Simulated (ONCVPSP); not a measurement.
**Configuration tests for boron (ONCV)**

- Element: boron (B)
- Generator: ONCVPSP 4.0.1
- Type: optimised norm-conserving Vanderbilt (ONCV)
- Functional: PBE
- Relativity: scalar-relativistic
- Frozen core: [He]
- Valence charge: 3
- Reference configuration: 2s2 2p1
- Partial waves: 2s: rc 1.75 bohr, ncon 4, nbas 8, qcut 4.2 1/bohr, 1 projector; 2p: rc 2.30 bohr, ncon 4, nbas 7, qcut 5.6 1/bohr, 1 projector; d scattering state at 0.11 Ha: rc 2.10 bohr, ncon 3, nbas 7, qcut 5.3 1/bohr, 2 projectors, debl 2.8 Ha
- Local potential: polynomial inside 1.75 bohr (lpopt 4, dvloc0 3 Ha)
- Core correction: polynomial model core, fcfact 0.5

Energies are relative to the spin-unpolarised reference configuration 2s2 2p1; without spin polarisation the order of configurations can differ from experiment.

(1) Give the all-electron excitation energy and the error of the potential for: 2s2 2p0; 2s1 2p0; 2s2 2p0.5; 2s1 2p2.

Levels in the configuration 2s1 2p2:

```json
{"level": "2s", "all-electron (eV)": "-9.921", "pseudo (eV)": "-9.946"}
{"level": "2p", "all-electron (eV)": "-4.058", "pseudo (eV)": "-4.074"}
```

Results:

(1)

```
valence configuration  charge  ΔE all-electron (eV)  error AE − PS (meV)
              2s2 2p0      +1                 8.219                  +38
              2s1 2p0      +2                33.642                  +94
            2s2 2p0.5    +0.5                 2.887                 +4.5
              2s1 2p2       0                 5.851                 -4.5
```
